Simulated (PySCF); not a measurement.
Species: C3H16Si4.
Cartesian coordinates in Å at the PBE0-D3(BJ)/def2-SVP level; atoms count from 1:
```xyz
23
C3H16Si4 angstrom
C      0.9658   -1.9123    0.7965
Si     0.4798   -0.0987    0.7233
C      1.0827    0.6921   -0.8770
Si     2.9221    0.5216   -1.2236
C     -1.3972    0.1047    0.8756
Si    -2.3633   -1.0724   -0.2311
Si    -1.9335    1.8891    0.6012
H      2.0606   -2.0225    0.8447
H      0.6135   -2.4580   -0.0935
H      0.5368   -2.3997    1.6857
H      1.1103    0.6275    1.8731
H      0.8415    1.7698   -0.8548
H      0.5253    0.2610   -1.7273
H      3.3131    1.2767   -2.4540
H      3.2884   -0.9152   -1.4238
H      3.7219    1.0479   -0.0738
H     -1.6568   -0.1508    1.9208
H     -2.2613   -2.4802    0.2626
H     -3.8113   -0.6967   -0.2837
H     -1.8250   -1.0250   -1.6269
H     -3.2906    2.1284    1.1810
H     -0.9690    2.8451    1.2321
H     -1.9901    2.1894   -0.8638
```

Computed with PySCF at PBE0/pcSseg-1, non-relativistic, on one gas-phase PBE0-D3(BJ)/def2-SVP geometry that isn't relaxed in the solvent. The solvent is an IEF-PCM continuum (Bondi radii, 1.10 Å for H, scaled by 1.2). Specific hydrogen bonds and non-electrostatic terms are outside this model.

Gas phase at PBE0/pcSseg-1: HOMO -8.43 eV, LUMO 0.32 eV, dipole 0.70 D.

**Question.** What does the continuum do to the energy, the frontier levels and the dipole at PBE0/pcSseg-1 in methanol and water?

**Answer.** 
```
 solvent      ε  E(solvent) − E(gas) (kcal/mol)  polarisation term (kcal/mol)  distortion of the solute (kcal/mol)  HOMO (eV)  LUMO (eV)  dipole (D)
methanol  32.61                           -1.53                         -1.72                                 0.19      -8.23       0.53        0.93
   water  78.36                           -1.58                         -1.78                                 0.20      -8.22       0.53        0.93
```

The polarisation term is half the interaction of the solute with the surface charges that it induces; the rest is the cost of distorting the solute's density. The sum is the electrostatic part of solvation alone. From methanol to water the lowering changes by a factor 1.03, Onsager's factor (ε − 1)/(2ε + 1) by 1.03 and ε itself by 2.4.

**Question.** Give the dipole vector in the frame of the coordinates (D, pointing from negative to positive charge), gas and water.

**Answer.** Gas (-0.28, -0.51, 0.40), solvent (-0.40, -0.70, 0.47). Its length changes by +33 % and its direction by 4°.

**Question.** Which ESP-fitted charges (PBE0/pcSseg-1) respond most in methanol (means over atoms taken as equivalent)?

**Answer.** 
| atoms | environment | gas (e) | solvent (e) | change |
| --- | --- | --- | --- | --- |
| Si2 | SiH silicon | +0.761 | +0.800 | +0.039 |
| H11 | Si–H hydrogen | -0.179 | -0.201 | -0.022 |
| C1 | Si-methyl carbon | -0.755 | -0.776 | -0.021 |
| H17 | methine hydrogen | +0.186 | +0.199 | +0.013 |
| Si4 | SiH3 silicon | +0.375 | +0.385 | +0.010 |
| H13 | methylene hydrogen | +0.144 | +0.153 | +0.009 |
| H14/H15/H16 | Si–H hydrogen | -0.102 | -0.110 | -0.008 |
| Si6 | SiH3 silicon | +0.337 | +0.343 | +0.006 |
| H21/H22/H23 | Si–H hydrogen | -0.084 | -0.091 | -0.007 |
| Si7 | SiH3 silicon | +0.317 | +0.324 | +0.007 |
| H18/H19/H20 | Si–H hydrogen | -0.086 | -0.091 | -0.005 |
| H8/H9/H10 | methyl hydrogen | +0.182 | +0.186 | +0.004 |
